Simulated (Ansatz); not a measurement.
`S[CH2][GeH3]` + H₂ → `[CH3][GeH3]` + H₂S at 500 K and 1 bar (hydrogenolysis of a C–S bond).

Program: Ansatz. Geometries: PBE0-D4/def2-TZVP. ΔE: electronic, gas phase. CBS: MP2 limit from def2 TZ/QZ plus the TZ coupled-cluster correction, frozen cores. This one scheme is used for every species. For Ge outer-core shells are correlated without core-valence functions, which leaves a few kJ/mol of doubt a bond. Scalar relativity is left out up to krypton. Each species was taken in one conformer, which may not be the lowest.

| species | CCSD(T)/CBS energy (Eh) | H − E (kJ/mol) | S (J/(mol·K)) |
| --- | --- | --- | --- |
| `S[CH2][GeH3]` | -2515.53503 | 196.2 | 374.7 |
| H₂ | -1.17544 | 41.0 | 145.5 |
| `[CH3][GeH3]` | -2117.76728 | 187.1 | 312.2 |
| H₂S | -398.97279 | 57.0 | 224.0 |

H − E and S are ideal-gas, rigid-rotor, harmonic terms from PBE0-D4/def2-TZVP, for one conformer and one mirror image of each species. The MP2-based limit puts H₂ 0.8 mEh under its directly extrapolated value; such offsets cancel only in part. 1 Eh = 2625.50 kJ/mol, R = 8.31446 J/(mol·K).

Problem. By hand: ΔE, ΔH, ΔS and ΔG.

Solution. ΔE = (-2117.76728) + (-398.97279) − (-2515.53503) − (-1.17544) = -0.02960 Eh = -77.7 kJ/mol. Δ(H − E) = 187.1 + 57.0 − 196.2 − 41.0 = 6.9, so ΔH = -70.8 kJ/mol. ΔS = 312.2 + 224.0 − 374.7 − 145.5 = 16.0 J/(mol·K). ΔG = -70.8 − 500 × (16.0)/1000 = -78.8 kJ/mol.

Problem. By hand: the equilibrium constant, and the temperature at which ΔG would vanish if ΔH and ΔS stayed fixed.

Solution. log₁₀ K = −ΔG/(RT ln 10) = 8.2. ΔH and −TΔS have one sign here, so there is no such temperature.

ΔH outweighs TΔS. A doubt of 5 kJ/mol in ΔE shifts log₁₀ K by 0.5 here. Other conformers and mirror images would add mixing entropy, several J/(mol·K) or more a flexible species. These are equilibria of isolated gas molecules and say nothing of rates. Largest T1 diagnostic: 0.011 (customary marks: 0.02 for closed shells, 0.045 for open ones).
